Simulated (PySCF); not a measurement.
Ranking problems on computed properties.

Species are written as SMILES; each is one conformer at its optimised geometry, gas phase, non-relativistic unless stated; the electronic structure was computed with PySCF and density fitting.

Dipoles, sizes and rotational constants follow the conformer. The torsions of the flexible species, by atom-mapped SMILES:
- `[CH2:1]=[CH:2][C@@H:3]1[SiH2:4][C@H:5]1[CH:6]=[CH2:7]`: C1–C2–C3–Si4 48°, Si4–C5–C6–C7 47°
- `[CH2:1]=[CH:2][SiH:3]([CH:4]=[CH2:5])[CH:6]=[CH2:7]`: C1–C2–Si3–C4 107°, C2–Si3–C4–C5 -10°, C2–Si3–C6–C7 109°
- `[SiH3:1][O:2][CH:3]=[C:4]=[S:5]`: Si1–O2–C3–C4 0°
- `[CH3:1][O:2][S@:3](=[O:4])[C:5]([CH3:6])([F:7])[F:8]`: C1–O2–S3–O4 -55°, O2–S3–C5–C6 67°
- `[CH3:1][CH2:2][CH2:3][P:4]1(=[O:5])[CH2:6][CH2:7][CH2:8]1`: C1–C2–C3–P4 62°, C2–C3–P4–O5 43°
- `[CH2:1]=[N:2][c:3]1[cH:4][cH:5][cH:6][c:7]([F:8])[c:9]1[F:10]`: C1–N2–C3–C4 132°
- `[CH:1]#[C:2][CH2:3][Si+:4]([CH3:5])[CH2:6][F:7]`: C2–C3–Si4–C5 1°, C3–Si4–C6–F7 -1°
- `[CH3:1][C:2](=[O:3])[CH2:4][PH:5][CH:6]([CH3:7])[CH3:8]`: C1–C2–C4–P5 -77°, C2–C4–P5–C6 -153°, C4–P5–C6–C7 165°

Question: Rank by HOMO–LUMO gap, lowest first (PBE0/def2-SVPD at GFN2-xTB geometries).
A. `[SiH3]OC=C=S`
B. `CC#CC1C[SiH2]C1`
C. `[SiH2]1[C@@H](C=C)[C@@H]1C=C`
D. `C=C(C)C#CC[SiH3]`
E. `C=C[SiH](C=C)C=C`
F. `C=C1C=C(C)[SiH2]C1`

Answer: A (3.39 eV), F (5.64 eV), C (5.75 eV), D (6.00 eV), B (7.17 eV), E (7.46 eV).

Question: Rank by lowest singlet excitation, highest first (TDDFT PBE0/def2-SVPD at GFN2-xTB geometries).
A. `[SiH3]OC=C=S`
B. `[SiH2]1CC(C1)C#CC`
C. `CO[S@](=O)C(C)(F)F`
D. `C([SiH](C=C)C=C)=C`
E. `C=C[C@@H]1[SiH2][C@H]1C=C`

Answer: D (6.32 eV), B (5.98 eV), C (5.41 eV), E (4.94 eV), A (1.63 eV).

Question: Rank by HOMO energy, highest first (PBE0/def2-SVPD at GFN2-xTB geometries).
A. `[SiH3]OC=C=S`
B. `C=C(C)C#CC[SiH3]`
C. `CC#CC1C[SiH2]C1`
D. `CO[S@](=O)C(C)(F)F`
E. `C=C[SiH](C=C)C=C`
F. `[C@H]1([SiH2][C@H]1C=C)C=C`

Answer: A (-6.16 eV), F (-6.36 eV), B (-6.49 eV), C (-7.03 eV), D (-7.58 eV), E (-7.82 eV).

Q: By how much do the two ends of that ranking differ?

A: By 1.66 eV, between `[SiH3]OC=C=S` and `C=C[SiH](C=C)C=C`.

Question: Rank by smallest rotational constant, highest first (GFN2-xTB).
A. `C#CC[Si+](C)CF` ([C5H8FSi]+)
B. `C=Nc1cccc(F)c1F` (C7H5F2N)
C. `C#CC1=C2C=CC=CC=C2C=C1` (C12H8)
D. `CC(=O)CPC(C)C` (C6H13OP)
E. `CCF` (C2H5F)
F. `C=C[C@@H]1[SiH2][C@H]1C=C` (C6H10Si)
G. `C1CCP1(=O)CCC` (C6H13OP)

Answer: E (8.276 GHz), F (1.258 GHz), G (1.148 GHz), A (0.913 GHz), B (0.808 GHz), D (0.751 GHz), C (0.551 GHz).

Q: By how much do the two ends of that ranking differ?

A: By 7.725 GHz, between `CCF` (C2H5F) and `C#Cc1ccc2cccccc1-2`.

Question: Rank by static isotropic polarisability, highest first (PBE0/def2-SVPD at GFN2-xTB geometries).
A. `C=C[C@@H]1[SiH2][C@H]1C=C`
B. `C=C(C)C#CC[SiH3]`
C. `CC#CC1C[SiH2]C1`
D. `C(=S)=CO[SiH3]`

Answer: B (105.7 au), A (101.3 au), C (97.5 au), D (75.9 au).

Q: Give the two extremes of that set as polarisability volumes in Å³.

A: `[SiH3]OC=C=S`: 11.25 Å³; `C=C(C)C#CC[SiH3]`: 15.67 Å³.

Question: Rank by lowest triplet excitation (Tamm–Dancoff), lowest first (TDA PBE0/def2-SVPD at GFN2-xTB geometries).
A. `C=C1C=C(C)[SiH2]C1`
B. `CC#CC1C[SiH2]C1`
C. `CO[S@](=O)C(C)(F)F`
D. `C(=C)[C@@H]1[SiH2][C@H]1C=C`
E. `C=C(C)C#CC[SiH3]`
F. `[SiH3]OC=C=S`

Answer: F (1.19 eV), A (3.06 eV), E (3.43 eV), D (3.65 eV), C (4.37 eV), B (5.28 eV).

Q: By how much do the two ends of that ranking differ?

A: By 4.09 eV, between `CC#CC1C[SiH2]C1` and `[SiH3]OC=C=S`.
